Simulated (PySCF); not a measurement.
**Rotational lines of BeAl⁺**

Lines J+1 ← J of the vibrational ground state, computed from RHF-CCSD(T) constants of BeAl⁺, ¹Σ⁺ (singlet), closed shell (basis Be def2-SVP, Al def2-SVP; no relativity; PySCF 2.14; masses 9.0122 and 26.9815 u), in MHz:

| J | ν (MHz) |
| --- | --- |
| 5 | 104407.2 |
| 6 | 121780.4 |
| 7 | 139140.8 |
| 8 | 156486.4 |
| 9 | 173815.5 |

(1) Find B0 and the effective bond length r0; with αe = 0.00785 cm⁻¹, find Re.

Correlated steps freeze 5 core orbitals. The bond is weak. Basis-set superposition, not corrected here, can be much of De in a small basis, most of all at correlated wavefunction levels. For an ion De counts to the pair picked by the measured ionisation energies or electron affinities, which need not be the lowest pair at this level. The CCSD T1 diagnostic is raised, a sign that a single reference may not be enough here.

Answers

(1) ν = 2B0(J+1) − 4D(J+1)³ gives B0 = 0.29040 cm⁻¹. With the reduced mass μred = 6.7557 u, r0 = √(16.8576/(μred·B0)) (u, cm⁻¹, Å) = 2.9313 Å. Be = B0 + αe/2 = 0.29433 cm⁻¹ gives Re = 2.912 Å.
